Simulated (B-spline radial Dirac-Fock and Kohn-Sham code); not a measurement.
Characteristic X-ray lines: Re¹⁹⁺

System: the Re¹⁹⁺ ion, configuration [Kr] 4d10 4f10.

The computed values come from an atomic code on a B-spline grid: Dirac-Fock ΔSCF + Breit + QED. A line energy is the difference of two single-hole energies; the list is a selection of electric-dipole transitions between resolved j subshells. Correlation and solid-state effects are left out.

```
 line  energy (eV)  wavelength (Å)
 K-N3      71257.1         0.17400
 K-N2      71180.3         0.17418
 K-M3      69309.1         0.17889
 K-M2      68995.5         0.17970
 K-L3      61140.6         0.20279
 K-L2      59716.9         0.20762
L1-N3      12115.6          1.0233
L1-N2      12038.8          1.0299
L2-N4      11717.9          1.0581
L2-N1      11356.0          1.0918
L3-N5      10308.8          1.2027
L3-N4      10294.2          1.2044
L1-M3      10167.5          1.2194
L2-M4      10012.9          1.2382
L3-N1       9932.4          1.2483
L1-M2       9854.0          1.2582
L2-M1       9024.4          1.3739
L3-M5       8655.9          1.4324
L3-M4       8589.3          1.4435
L3-M1       7600.8          1.6312
M3-N5       2140.4          5.7927
M5-N3       1460.6          8.4886
M4-N2       1450.5          8.5478
```
